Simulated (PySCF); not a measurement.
**Question.** Write a Z-matrix for InChI=1S/C2H6GeO2/c1-5-3-2-4/h2H,3H2,1H3 as optimised with PBE0-D3(BJ)/def2-SVP.

**Answer.** 
Z-matrix in Å and degrees, rows numbered from 1:
```
C 
O   1  1.3989
Ge  2  1.7814  1  121.09
C   3  1.9914  2  103.39  1   178.01
O   4  1.2011  3  121.33  2  -177.98
H   1  1.1074  2  112.59  3    62.05
H   1  1.1018  2  108.59  3  -178.93
H   1  1.1075  2  112.58  3   -59.93
H   3  1.5434  2  110.22  1   -62.80
H   3  1.5430  2  110.10  1    59.44
H   4  1.1246  3  117.19  2     1.78
```

Ge3 (germanium bonded to C, O and 2 H) is distorted tetrahedral (angles from 103.4° to 111.4°). The 5 heavy atoms lie in one plane (0.019 Å rms). The 2 C–O bonds span 1.201 Å (C4=O5, drawn double) to 1.399 Å (C1–O2, drawn single), a spread of 0.198 Å.

Method: PySCF 2.14.0, PBE0-D3(BJ)/def2-SVP geometry optimisation, gas phase.

Point group: near Cs, missed by 0.11 Å at most; the miss may be what the optimiser left on a soft mode. Stationary, but not proved a minimum. The numbers are those of one conformer (C1–O2–Ge3–C4 178°, O2–Ge3–C4–O5 -178°).
